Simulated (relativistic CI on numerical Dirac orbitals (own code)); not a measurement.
**Fe³⁺ in a cubic cluster: 3s photoemission with charge transfer**

Computed with a charge-transfer multiplet model of a cubic metal-ligand cluster with up to 3 ligand holes, Slater and spin-orbit integrals from Dirac-Coulomb-Breit ions, Slater integrals scaled by 0.7. The ground state mixes d5 with configurations of k ligand holes L, whose averages lie at kΔ + k(k − 1)U_dd/2; a core hole lowers each added d electron by U_cd. 20 K, Lorentzian 1.4 eV and Gaussian 0.8 eV FWHM.

Atomic integrals in eV (Slater integrals scaled, ζ unscaled), ground: F2dd 8.389, F4dd 5.243, zeta_d 0.056; with the core hole: F2dd 9.112, F4dd 5.728, zeta_d 0.065, G2cd 9.045.

Cluster parameters (eV): U_dd = 7.4, U_cd = 8.6, 10Dq = 1.4, 10Dq(ligand) = 1.4, V(eg) = 3.3, V(t2g) = -1.64, final-state hopping factor = 0.8.

```csv
Case,n_d,d5,d6L,d7L2,d8L3,S
Δ = 0.9 eV,5.87,0.30,0.53,0.15,0.01,0.51
Δ = 2.9 eV,5.70,0.41,0.48,0.10,0.01,0.52
Δ = 4.9 eV,5.55,0.52,0.42,0.06,0.00,0.55
```

Weights, n_d and S are thermal averages at 20 K. Binding energies count from the first peak over 30 % of the highest in each spectrum, which can be another peak from case to case. The parameters are a model scan and need not match a compound or its usual spin state. Peaks in eV (height, largest 100):
- Δ = 0.9 eV: 0.0 (100), 3.0 (31), 5.1 (23), 7.2 (20), 10.5 (21), 13.3 (10), 15.3 (10)
- Δ = 2.9 eV: 0.0 (100), 3.2 (32), 5.3 (21), 7.6 (19), 10.7 (18), 14.9 (9)
- Δ = 4.9 eV: 0.0 (100), 3.3 (34), 5.5 (19), 8.1 (18), 11.1 (15), 14.8 (8)

Curve for Δ = 2.9 eV (points under 2 left out, the grid thinned):

| E (eV) | Intensity |
| --- | --- |
| -3.5 | 5.2 |
| -2.9 | 7.4 |
| -2.4 | 10.5 |
| -1.8 | 17.8 |
| -1.2 | 35.1 |
| -0.7 | 64.5 |
| -0.1 | 99.0 |
| 0.4 | 85.8 |
| 1.0 | 46.6 |
| 1.6 | 26.8 |
| 2.1 | 23.3 |
| 2.7 | 28.6 |
| 3.3 | 32.0 |
| 3.8 | 26.0 |
| 4.4 | 20.3 |
| 5.0 | 20.6 |
| 5.5 | 20.5 |
| 6.1 | 17.6 |
| 6.6 | 16.8 |
| 7.2 | 18.3 |
| 7.8 | 18.6 |
| 8.3 | 16.0 |
| 8.9 | 13.5 |
| 9.5 | 14.0 |
| 10.0 | 15.5 |
| 10.6 | 17.5 |
| 11.2 | 16.0 |
| 11.7 | 13.0 |
| 12.3 | 11.0 |
| 12.8 | 10.3 |
| 13.4 | 9.3 |
| 14.0 | 8.9 |
| 14.5 | 8.9 |
| 15.1 | 9.0 |
| 15.7 | 7.6 |
| 16.2 | 5.8 |
| 16.8 | 4.2 |
| 17.4 | 3.8 |
| 17.9 | 4.3 |
| 18.5 | 4.8 |
| 19.0 | 3.9 |
| 19.6 | 2.6 |
| 21.1 | 2.1 |
| 21.6 | 2.4 |
| 22.2 | 2.1 |

For the case Δ = 2.9 eV, Δ = 2.9 eV is smaller than U_dd = 7.4 eV, the charge-transfer side of the Zaanen-Sawatzky-Allen scheme. With the core hole the configuration with one ligand hole lies at Δ − U_cd = -7.7, -5.7, -3.7 eV from the one without, in the order of the table; where this is negative the screened configuration lies lower, though the effective hopping of about 5.0 eV (from the holes of the mixed ground state) mixes the two strongly wherever it is as large as the gap.

Without intra-shell correlation the exchange splitting of the 3s hole comes out too large.
